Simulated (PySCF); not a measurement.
C4H9FN2Si2.
SMILES with atom numbers: `[CH3:1][SiH2:2][c:3]1[c:4]([F:5])[cH:6][n:7][n:8]1[SiH3:9]`

Geometry (GFN2-xTB, Å), atoms numbered from 1 in this order:
```xyz
18
C4H9FN2Si2 angstrom
C     -2.522   -0.279   -0.558
Si    -1.319   -0.631    0.869
C      0.434   -0.580    0.205
C      1.254   -1.632   -0.146
F      0.945   -2.937   -0.074
C      2.464   -1.082   -0.590
N      2.391    0.228   -0.517
N      1.174    0.536   -0.043
Si     0.841    2.245    0.209
H     -2.459   -1.048   -1.323
H     -3.547   -0.251   -0.202
H     -2.310    0.675   -1.033
H     -1.544   -1.965    1.429
H     -1.435    0.397    1.914
H      3.345   -1.576   -0.945
H      1.946    2.906   -0.465
H     -0.466    2.513   -0.394
H      0.801    2.486    1.652
```

Definitions: NICS(0) = −σiso at the ring centroid; NICS(1) = −σiso and NICS(1)zz = −σzz at ±1 Å along the ring normal z. Level: GIAO PBE0/pcSseg-1 (PySCF, non-relativistic, gas phase) on the GFN2-xTB geometry, one conformer.

Ring bond lengths (Å), with Mayer bond orders in brackets: C3–C4 1.380 (1.40), C4–C6 1.401 (1.32), C6–N7 1.314 (1.54), N7–N8 1.342 (1.19), N8–C3 1.362 (1.03).

Q: What do the NICS probes read (ppm)?

A: 
| ring | type | NICS(0) | NICS(1), two faces | NICS(1)zz, two faces | rms pucker (Å) | centre to ring atoms, mean (Å) |
| --- | --- | --- | --- | --- | --- | --- |
| C3–C4–C6–N7–N8 | 5-membered ring with 2 N; formal bonds all aromatic | -13.7 | -11.7 / -11.7 | -29.1 / -29.1 | 0.00 | 1.16 |

Q: What do they say, and how far can they be read as aromaticity?

A: 
- C3–C4–C6–N7–N8: mean NICS(1)zz -29.1 ppm, shielded, aromatic by this magnetic criterion (flat ring, no four-coordinate atom).

Q: What does the geometric index give? HOMA = 1 − mean of α(R − Ropt)² over the ring bonds, with Krygowski's 1993 parameters (CC: Ropt 1.388 Å, α 257.7 Å⁻²; CN: Ropt 1.334 Å, α 93.52 Å⁻²; NN: Ropt 1.309 Å, α 130.33 Å⁻²).

A: 
- C3–C4–C6–N7–N8: HOMA 0.94; the largest term is that of N7–N8, α(R − Ropt)² = 0.14. The geometric and the magnetic index point the same way.

Q: What field does 7.05 T along the ring normal induce along that normal at the second NICS(1) probe listed for ring C3–C4–C6–N7–N8, 1 Å off the ring?

A: NICSzz × B0 = -29.1 ppm × 7.05 T = -205 μT, against the applied field.

Q: How shielded are the nuclei of the rings and their hydrogens (means over atoms taken as equivalent)?

A: 
```
atoms                          environment  σ isotropic (ppm)
   C3          substituted aromatic carbon               56.3
   C4                  aromatic C–F carbon               16.0
   C6  aromatic CH next to a ring nitrogen               52.2
   N7               pyridine-type nitrogen             -107.3
   N8                pyrrole-type nitrogen               47.4
  H15                    aromatic hydrogen              24.02
```
